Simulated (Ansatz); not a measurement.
Molecule: C3H3O, charge 0, multiplicity 2. It need not be the lowest isomer of its formula. 
Structure (B3LYP-D3(BJ)/def2-TZVP (Ansatz, a quantum-chemistry and plane-wave program) minimum search):
SMILES: O[CH]C#C
```xyz
7

C      1.9014    -0.0522    -0.0944
C      0.7009    -0.2525    -0.0228
C     -0.6514    -0.4564     0.0567
O     -1.5576     0.5605     0.0508
H      2.9487     0.1121    -0.1563
H     -1.1051    -1.4320     0.1300
H     -1.0887     1.4026    -0.0164
```
Charge 0, spin multiplicity 2.

Q: Give the harmonic wavenumbers at B3LYP-D3(BJ)/def2-TZVP (Ansatz, finite differences of forces, unscaled).

A: 215, 300, 360, 430, 589, 606, 702, 988, 1206, 1304, 1444, 2042, 3231, 3467, 3773 cm⁻¹. Zero-point energy 29.5 kcal/mol.

Q: From these and the geometry, give the ideal-gas thermochemistry at 298.15 K and 1 atm (rigid rotor, harmonic oscillator).

A: Point group Cs, rotational symmetry number 1. Rotational constants 47.97, 4.745, 4.318 GHz. S(trans) 37.94, S(rot) 23.31, S(vib) 6.79, S(elec, spin only) 1.38, S 69.4 cal/(mol K). H(298) - H(0) 3.69 kcal/mol; G - E(el) 12.5 kcal/mol.
